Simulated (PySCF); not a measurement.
C2H5Se, SMILES [CH2][Se]C, multiplicity 2. Atoms are numbered in the order given.

```xyz
8

C      1.5285     0.1984    -0.5613
Se    -0.0132    -0.2071     0.3924
C     -1.3278     0.5142    -0.8695
H      2.4808    -0.0954    -0.1169
H      1.4975     0.9325    -1.3687
H     -1.1564     1.5897    -1.0132
H     -1.2541    -0.0168    -1.8278
H     -2.3224     0.3553    -0.4319
```
Charge 0, spin multiplicity 2.

Coordinates come from a B3LYP-D3(BJ)/def2-SVP optimisation. The isomer is the one that the SMILES or the coordinates give; other isomers of the formula were not compared.

These are PBE/def2-TZVPD in PySCF values and carry that method's errors.

Mulliken values depend strongly on the basis, most of all with diffuse functions as here. ESP charges are fitted to the potential on shells at 1.4 to 2.0 van der Waals radii. Atomic charges (e):

```csv
atom,Mulliken,ESP fit,meta-Löwdin,Mulliken spin
C1,-0.53,-0.60,-0.50,0.78
Se2,0.06,0.10,0.27,0.24
C3,-0.63,-0.67,-0.44,-0.01
H4,0.19,0.24,0.13,0.00
H5,0.24,0.23,0.12,-0.02
H6,0.22,0.23,0.13,0.00
H7,0.23,0.24,0.13,0.01
H8,0.20,0.23,0.14,0.00
```
